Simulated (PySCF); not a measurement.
Isomers of C5H10O2, one GFN2-xTB conformer each. Single-point energies are computed at PBE0/pcSseg-1 (PySCF, gas phase, no added dispersion term), electronic only.

| SMILES | GFN2-xTB relative energy (kJ/mol) |
| --- | --- |
| CC(C)(C)C(=O)O | 0.0 |
| CC[C@@H](C)OC=O | 31.7 |

Conformers: `[CH3:1][C:2]([CH3:3])([CH3:4])[C:5](=[O:6])[OH:7]` with C2–C5–O7–H 180°; `[CH3:1][CH2:2][C@@H:3]([CH3:4])[O:5][CH:6]=[O:7]` with C1–C2–C3–C4 175°, C2–C3–O5–C6 150°, C3–O5–C6–O7 0°.

Task: What does PBE0/pcSseg-1 give for the same structures?

Result: 
```json
{"SMILES": "CC(C)(C)C(=O)O", "PBE0/pcSseg-1 E (Eh)": "-346.59563", "PBE0/pcSseg-1 (kJ/mol)": "0.0", "GFN2-xTB (kJ/mol)": "0.0", "point group": "Cs"}
{"SMILES": "CC[C@@H](C)OC=O", "PBE0/pcSseg-1 E (Eh)": "-346.57709", "PBE0/pcSseg-1 (kJ/mol)": "48.7", "GFN2-xTB (kJ/mol)": "31.7", "point group": "C1"}
```

Both levels put the same isomer lowest. As drawn, the lower has an O–H bond and a quaternary carbon, which the higher lacks.

Task: Which frontier levels, dipoles and rotational constants go with these structures?

Result: 
| SMILES | HOMO (eV, PBE0/pcSseg-1) | LUMO (eV) | dipole (D) | A, B, C (MHz) |
| --- | --- | --- | --- | --- |
| CC(C)(C)C(=O)O | -7.86 | 0.39 | 1.75 | 3348, 2394, 2010 |
| CC[C@@H](C)OC=O | -8.14 | 0.34 | 2.25 | 3792, 1892, 1457 |
